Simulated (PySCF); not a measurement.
**Ionisation energy of Pm⁺ by level of theory**

Pm⁺ [Xe] 4f5 6s1 [4f5/2^5 6s1/2^1, M_J = 2] → Pm²⁺ [Xe] 4f5 [4f5/2^5, M_J = 5/2], as a difference of total energies. Computed with PySCF 2.14 in x2c-QZVPPall-2c, with the two-component X2C-1e Hamiltonian. Correlated levels: [Ar] 3d10 frozen; the 40 highest virtual spinors dropped. "Screened" scales the spin-orbit matrix elements by Boettger's factors to mimic the two-electron term; Breit and QED terms are absent.

| method | ionisation energy (eV) |
| --- | --- |
| GHF (spin-free) | 10.179 |
| GMP2 (spin-free) | 11.007 |
| GHF (screened spin-orbit) | 10.180 |
| GMP2 (screened spin-orbit) | 11.007 |

How much does correlation contribute at GMP2 (screened spin-orbit)?

11.007 − (10.180) = 0.827 eV, measured against GHF (screened spin-orbit).

The spin-free rows relax to the high-spin LS determinant and lack the spin-orbit shift.

The labels give the starting determinants; with spin-orbit coupling the two ends relaxed to ⟨J²⟩ = 11.43, ⟨L²⟩ = 29.89, ⟨S²⟩ = 11.94 and ⟨J²⟩ = 13.17, ⟨L²⟩ = 29.87, ⟨S²⟩ = 8.71.

The determinant of Pm⁺ and of Pm²⁺ mixes levels of different J (the jj label is only the starting occupation), so the difference between spin-free and spin-orbit rows is not the physical spin-orbit shift.

For comparison: 10.938 ± 0.02 eV (semi-empirical (NIST evaluation); NIST Atomic Spectra Database, ionization energies).
